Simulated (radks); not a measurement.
Fractional charge and spin in the 5d shell of mercury: the spin-up occupation runs from 4 to 5 and the spin-down occupation from 4 to 5; the fullest corner is Hg, [Xe] 4f14 6s2 5d(up 5, down 5). Method: scalar-relativistic Kohn-Sham, SCAN, spin-polarised, spherical densities, finite nucleus; meta-GGA in the generalised Kohn-Sham scheme; Fermi nuclear charge, rms radius of each element as measured or else 0.836 A^(1/3) + 0.57 fm; computed with a radial shooting solver on a logarithmic mesh with Libxc functionals. Energy (eV) minus the two flat planes that join the four corners (they meet along the diagonal where the two added fractions sum to one electron); zero is where a piecewise linear energy would lie.

\begin{tabular}{lrrr}
down \ up & 4 & 4.5 & 5 \\ \hline
4 & 0.000 & -1.575 & 0.000 \\
4.5 & -1.575 & 0.218 & -1.400 \\
5 & 0.000 & -1.400 & 0.000 \\
\end{tabular}

Corners above the fullest one (they belong to Hg+ and the next ion): (up 5, down 4) 15.627 eV, (up 4, down 5) 15.627 eV, (up 4, down 4) 44.051 eV. With half an added electron in each spin the energy lies 0.218 eV from the planes, and with half an added electron in spin up alone -1.575 eV. The planes are only a guide here: the flat-plane condition holds for ground states with one frontier orbital, while this shell lies below other occupied shells, so the corners above the fullest one are inner-hole states and not the ground states of those ions.
